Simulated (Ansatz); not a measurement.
Consider the redistribution: `BB(N)O` + `NC[O][GeH3]` → `NCB(N)O` + `B[O][GeH3]`.

Computed with Ansatz on PBE0-D4/def2-TZVP structures; ΔE is electronic, products minus reactants. CCSD(T)/CBS adds triple-zeta CCSD(T) − MP2 to the extrapolated MP2 energy (def2 sets, frozen cores). Functionals use def2-TZVPP. B3LYP here is the variant with VWN-RPA as its local correlation; programs differ in this. For Ge outer-core shells are correlated without core-valence functions, which leaves a few kJ/mol of doubt a bond. Scalar relativity is left out up to krypton. Each species was taken in one conformer, which may not be the lowest.

CCSD(T)/CBS gives -2.48 eV.

Another level gave -2.52 eV. Which?
A. MP2/def2-TZVPP
B. PBE-D4/def2-TZVPP
C. B3LYP/def2-TZVPP
D. ωB97M-V/def2-TZVPP

D. ωB97M-V -2.52, B3LYP -2.44, PBE-D4 -2.39, MP2/def2-TZVPP -2.57 eV.

Largest T1 diagnostic among the species: 0.013.

In def2-TZVPP, CCSD(T) changes the Hartree–Fock value by −0.07 eV (the triples alone add −0.01 eV) and MP2 by −0.15 eV. From PBE to PBE0 (25 % exact exchange), in def2-TZVPP and without D4, ΔE moves by −0.05 eV.
